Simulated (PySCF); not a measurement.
Steps of a relaxation of [Pr(NH3)]3+

[Pr(NH3)]3+ (singlet in the valence; each metal's 4f electrons, 2 of them, lie in its core potential, out of spins and levels). PySCF 2.14.0, RKS PBE, Pr lcecp-1-SVP with ECP48, N def2-SVP, H def2-SVP; non-relativistic Hamiltonian with scalar-relativistic core potentials where named; density fitting; no spin-orbit coupling. Origin of the start: template. Columns: position (Å) and force (eV/Å). Energies are counted from the last step; some of the 7 steps are shown. Forces carry noise of the integration grid, about 0.01 to 0.03 eV/Å.

Run from Python with OMP_NUM_THREADS=2. Where DIIS fails, smearing, a level shift and second-order steps follow.
It took 17 s on 2 threads of Arm Neoverse N1 (shared host), from the converged density of the start.

```xyz
5
step 0  E = 0.138 eV
Pr    0.0000    0.0000   -0.2874     0.00    0.00    0.73
N     0.0000    0.0000    2.3076     0.00    0.00   -2.54
H     0.9392    0.0000    2.7056     1.06    0.00    0.60
H    -0.4696    0.8133    2.7056    -0.53    0.92    0.60
H    -0.4696   -0.8134    2.7056    -0.53   -0.92    0.60
```

```xyz
5
step 2  E = 0.017 eV
Pr    0.0000    0.0000   -0.2494     0.00    0.00    0.45
N     0.0000    0.0000    2.2538     0.00    0.00   -0.17
H     0.9565    0.0000    2.7109    -0.19    0.00   -0.10
H    -0.4783    0.8283    2.7109     0.09   -0.16   -0.10
H    -0.4782   -0.8284    2.7109     0.09    0.16   -0.10
```

```xyz
5
step 4  E = 0.001 eV
Pr    0.0000    0.0000   -0.2073     0.00    0.00    0.05
N     0.0000    0.0000    2.2339     0.00    0.00    0.20
H     0.9488    0.0000    2.7035    -0.05    0.00   -0.08
H    -0.4744    0.8217    2.7035     0.02   -0.04   -0.08
H    -0.4744   -0.8217    2.7035     0.02    0.04   -0.08
```

Q: Where does the relaxation end?

A: It converges at step 6 in C3v:
```xyz
5
step 6  E = 0
Pr    0.0000    0.0000   -0.1991
N     0.0000    0.0000    2.2385
H     0.9499    0.0000    2.6992
H    -0.4750    0.8226    2.6992
H    -0.4749   -0.8227    2.6992
```

Q: How did the contacts change?

A: 
| contact | start (Å) | end (Å) |
| --- | --- | --- |
| Pr1–N2 (NH3) | 2.595 | 2.438 |


An lcecp potential fixes the number of 4f electrons, so in runs with it no electron can move into or out of that shell.
